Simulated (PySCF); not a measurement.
## Cl⁻ (chlorine, charge -1) across methods

[Ar], closed-shell 1S. Computed with PySCF 2.14 in aug-cc-pCVTZ-DK with one added diffuse shell each of s, p, d, f type (9s8p6d4f, 91 functions), with scalar relativity by spin-free X2C-1e.

```csv
method,E (hartree),mean ε 2p (eV),mean ε 3s (eV),mean ε 3p (eV),Σ⟨r²⟩ (bohr²),⟨S²⟩
HSE06,-461.5767,-188.17,-13.287,-0.578,39.21,0.000
PBE0,-461.5573,-188.67,-13.704,-0.984,39.20,0.000
r2SCAN,-461.6758,-184.43,-12.112,0.014,39.27,0.000
B97-3,-461.6547,-189.33,-13.859,-1.032,39.14,0.000
LDA,-460.2119,-181.59,-11.383,0.103,40.40,0.000
PW91,-461.7057,-181.78,-11.393,0.186,40.52,0.000
CAM-B3LYP,-461.7328,-189.37,-15.357,-2.381,39.43,0.000
PBE,-461.5263,-181.57,-11.347,0.235,40.41,0.000
```

Estimate the same row for UHF.

E (hartree) = -460.98169; mean ε 2p (eV) = -209.45; mean ε 3s (eV) = -20.132; mean ε 3p (eV) = -4.076; Σ⟨r²⟩ (bohr²) = 38.39; ⟨S²⟩ = 0.000.

The highest occupied level is positive at r2SCAN, LDA, PW91, PBE: only the finite basis holds that electron, which in a density functional comes from self-interaction.
